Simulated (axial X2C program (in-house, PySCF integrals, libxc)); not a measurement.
## Low determinants of EuN at the PBE0 level, with spin–orbit coupling

Computed with an in-house all-electron X2C program for linear molecules (integrals from PySCF). Two-component (2c) means X2C with spin–orbit coupling and atomic mean-field two-electron Coulomb and Gaunt terms. Basis: Eu dyall-cv3z [13s14p9d8f3g], N dyall-av3z [7s7p3d2f] (cores contracted in-house); Gaussian nuclei, density fitting, unrestricted open shells. Masses: Eu 152.921 u, N 14.003 u.

Search at 1.940 Å (vertical energies from the lowest determinant):

| ΔE (eV) | state | electrons beyond evenly filled partner blocks | electrons in ±ω = 1/2, 3/2, 5/2, 7/2 |
| --- | --- | --- | --- |
| 0.00 | Ω = 4 | ω = 1/2, ω = 7/2 | 43 20 6 1 |
| 0.03 | Ω = 3 | ω = -1/2, ω = 7/2 | 43 20 6 1 |
| 0.36 | Ω = 2 | ω = -3/2, ω = 7/2 | 44 19 6 1 |
| 0.62 | Ω = 5 | ω = 3/2, ω = 7/2 | 44 19 6 1 |
| 0.88 | Ω = 3 | 2 × ω = 1/2, ω = -3/2, ω = 7/2 | 44 19 6 1 |
| 0.98 | Ω = 5 | 3 × ω = 1/2, ω = 7/2 | 43 20 6 1 |
| 1.09 | Ω = 6 | 2 × ω = 1/2, ω = 3/2, ω = 7/2 | 44 19 6 1 |

Lowest determinant, Ω = 4 (⟨Sz⟩ = 3.98, ⟨Lz⟩ = 0.02 at PBE0): Re = 1.901 Å, ωe = 694.3 cm⁻¹.

The determinant in row 2 of the search, Ω = 3 (⟨Sz⟩ = 2.99, ⟨Lz⟩ = 0.01 at PBE0), was followed along the bond at PBE0; measured from the minimum of the lowest determinant it gives:

Te = -0.071 eV (-575 cm⁻¹), Re = 1.803 Å, ωe = 589.4 cm⁻¹.

Problem. Compare the bond of the determinant in row 2 with that of the lowest one.

Solution. At PBE0 its Re is 0.098 Å shorter and its force constant, which goes as ωe², is 0.72 times that of the lowest determinant. T0 ≈ Te + Δωe/2 = -575 + (-52) = -627 cm⁻¹.

The search compares states at one distance, so a state with another bond length can lie lower; it is not exhaustive and yields mostly the lowest determinant of each block pattern, so other components and higher states of one pattern are missing. These are energies of single determinants, not of spin-adapted states; PBE0 term energies can be off by some tenths of an eV, and the functional has no current term. Open-shell Ω = 0 determinants with evenly filled partner blocks cannot be reached by this program, so the Ω shown need not be the lowest component. The lowest determinant need not be the ground state where others lie within half an eV.
